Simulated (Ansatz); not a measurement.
**Group exchange: CH8O2Si2 + C2H9NSi → Si3H8O2 + C3H9N**

Species: CH8O2Si2 `CO[SiH2]O[SiH3]`, singlet; C2H9NSi `CCN[SiH3]`, singlet; Si3H8O2 `[SiH3]O[SiH2]O[SiH3]`, singlet; C3H9N (ethylmethylamine) `CCNC`, singlet. The partners trade CH3 for SiH3: O–CH3 and N–SiH3 bonds give way to O–SiH3 and N–CH3.

Shapes, held fixed at every level: PBE0-D4/def2-TZVP. Flexible molecules stand in one conformer, not always the lowest. Programs: Ansatz 0.2.0. The zero-point and thermal change to 298 K, harmonic and unscaled (PBE0-D4/def2-TZVP), is +2.1 kJ/mol.

```tsv
level	kind	ΔH(298 K) (kJ/mol)	less CCSD(T)/CBS estimate
HF/def2-TZVPP	Hartree–Fock	-90.9	-5.4
PBE-D4/def2-TZVPP	GGA	-75.0	+10.5
B3LYP-D4/def2-TZVPP	global hybrid	-81.0	+4.5
wB97X-V/def2-TZVPP	range-separated hybrid	-80.9	+4.6
MP2/def2-SVP	perturbation theory	-81.8	+3.7
CCSD(T)/def2-SVP	coupled cluster or CI	-79.2	+6.3
CCSD/def2-SVP	coupled cluster or CI	-80.5	+5.0
CCSD(T)/CBS estimate	coupled cluster or CI	-85.5	0.0
```

The highest level, CCSD(T)/CBS estimate, gives ΔH(298 K) = -85.5 kJ/mol; the levels span -90.9 to -75.0. The column of differences is taken from that level and isn't an error. No measured value is set beside it here. The CBS estimate extrapolates MP2 from def2-TZVPP and def2-QZVPP and adds CCSD(T) − MP2 in the triple-zeta set, cores frozen.
